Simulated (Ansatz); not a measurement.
C₁₂H₁₁IO⁺, that is diphenyliodonium hydroxide with one electron fewer. The state is a doublet with charge 1. Geometry PBE-D4/def2-SVP, that of the neutral singlet; atoms count from 1.

```xyz
25

O    -0.724    0.653   -1.312
H    -0.113    1.410   -1.445
C    -2.110    3.407    3.007
C    -1.051    2.643    3.522
C    -0.448    1.655    2.724
C    -0.913    1.444    1.421
I     0.121   -0.288    0.415
C     0.974   -1.643   -1.169
C     1.887   -2.553   -0.625
C     2.491   -3.509   -1.461
C     2.175   -3.541   -2.828
C     1.257   -2.620   -3.358
C     0.647   -1.660   -2.530
C    -1.968    2.197    0.893
C    -2.567    3.183    1.698
H    -2.582    4.183    3.630
H    -0.686    2.819    4.547
H     0.388    1.056    3.130
H     2.138   -2.528    0.451
H     3.212   -4.228   -1.040
H     2.648   -4.287   -3.484
H     1.007   -2.647   -4.431
H    -0.074   -0.929   -2.917
H    -2.306    2.005   -0.135
H    -3.401    3.780    1.296
```

In the def2 sets I takes a core potential; there is no spin–orbit coupling.

Problem. Estimate the Mulliken populations from the PBE0/def2-SVP orbitals of Ansatz.

Solution. 
```
atom  charge (e)  spin (α − β)
  O1       -0.38          0.26
  H2        0.24         -0.01
  C3        0.00         -0.02
  C4       -0.01          0.02
  C5        0.00         -0.02
  C6       -0.25          0.33
  I7        0.89          0.04
  C8       -0.23          0.33
  C9       -0.01         -0.02
 C10       -0.01          0.02
 C11        0.00         -0.02
 C12        0.00          0.03
 C13        0.00         -0.02
 C14        0.00         -0.02
 C15        0.00          0.03
 H16        0.08          0.00
 H17        0.08          0.00
 H18        0.06          0.01
 H19        0.06          0.01
 H20        0.08          0.00
 H21        0.08          0.00
 H22        0.08          0.00
 H23        0.08          0.01
 H24        0.08          0.01
 H25        0.08          0.00
```
Mulliken values depend strongly on the basis.

Problem. Where does the spin sit?

Solution. Summed by element: O 0.26, H 0.04, C 0.66, I 0.04, of 1 unpaired in all. Largest on single atoms: C8 0.33, C6 0.33, O1 0.26.

Problem. And the Mayer bond orders between heavy atoms (over 0.3)?

Solution. O1–I7 0.80 (2.14 Å); C3–C4 1.41 (1.40 Å); C3–C15 1.39 (1.40 Å); C4–C5 1.42 (1.41 Å); C5–C6 1.39 (1.40 Å); C6–I7 0.68 (2.25 Å); C6–C14 1.42 (1.40 Å); I7–C8 0.67 (2.25 Å); C8–C9 1.39 (1.40 Å); C8–C13 1.43 (1.40 Å); C9–C10 1.43 (1.41 Å); C10–C11 1.41 (1.40 Å); C11–C12 1.40 (1.40 Å); C12–C13 1.39 (1.41 Å); C14–C15 1.39 (1.41 Å).
